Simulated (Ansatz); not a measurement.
One change: `C[CH](C)[AlH][Cl]` becomes `CC(C)[Si]N`.

Ansatz, PBE0-D4/def2-TZVP geometries, multiplicity 1. Each molecule was computed in one conformer, which needn't be the lowest.

```csv
property,`C[CH](C)[AlH][Cl]`
HOMO energy (PBE/def2-TZVPP) / eV,-6.25
HOMO–LUMO gap (PBE/def2-TZVPP) / eV,4.27
LUMO energy (B3LYP/def2-TZVPP) / eV,-1.42
HOMO–LUMO gap (B3LYP/def2-TZVPP) / eV,5.87
size of the dipole moment (ωB97M-V/def2-TZVPP) / D,1.83
HOMO energy (PBE0/def2-TZVPP) / eV,-7.47
```

**Question.** Give the same properties after the change, and the shifts. (Estimate.)

**Answer.** Ansatz gave: 
| property | `CC(C)[Si]N` | shift |
| --- | --- | --- |
| HOMO energy (PBE/def2-TZVPP) / eV | -4.83 | 1.42 |
| HOMO–LUMO gap (PBE/def2-TZVPP) / eV | 2.94 | -1.33 |
| LUMO energy (B3LYP/def2-TZVPP) / eV | -1.24 | 0.18 |
| HOMO–LUMO gap (B3LYP/def2-TZVPP) / eV | 4.46 | -1.41 |
| size of the dipole moment (ωB97M-V/def2-TZVPP) / D | 1.79 | -0.04 |
| HOMO energy (PBE0/def2-TZVPP) / eV | -5.87 | 1.60 |

With PBE0 the HOMO rises by 1.60 eV and the LUMO rises by 0.14 eV, so the gap narrows by about 1.46 eV. PBE moves the HOMO by 1.42 eV and ωB97M-V by 1.69 eV. The zero-point energy changes by 50.0 kJ/mol with +3 modes. Dipoles are sizes alone; their direction can turn.

B3LYP here is the variant with VWN-RPA as its local correlation; programs differ in this.
